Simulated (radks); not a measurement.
Excited configurations of the phosphorus ion P3+: one electron is placed in a higher orbital outside [Ne] 3s1. The ground configuration is [Ne] 3s2. Calculated with a radial shooting solver on a logarithmic mesh with Libxc functionals: scalar-relativistic Kohn-Sham, PBE, spin-polarised, spherical densities, point nucleus; open shells are filled with parallel spins first. Excitation = E - E(ground); binding = E(ion) - E, where the ion is the core of charge +4; n* = 4/sqrt(2 binding) in atomic units, and the quantum defect is n - n*.

outer orbital  excitation (eV)  binding (eV)     n*  quantum defect  eigenvalue (eV)  <r> (bohr)
4f                      37.184        14.219  3.913           0.087          -12.043       4.263
5p                      39.184        12.218  4.221           0.779          -10.889       6.662
5d                      41.281        10.121  4.638           0.362           -8.953       7.564
5f                      41.971         9.432  4.804           0.196           -8.228       7.385
6s                      42.469         8.934  4.936           1.064           -8.062       9.420
7p                      45.587         5.815  6.118           0.882           -5.268       14.28
7d                      46.272         5.131  6.514           0.486           -4.633       15.73

The Delta-SCF ionisation energy is 51.403 eV (NIST Atomic Spectra Database: 51.444 eV, measured). Self-interaction in the functional shifts the binding energies and quantum defects, so they are the method's values and not measured ones.
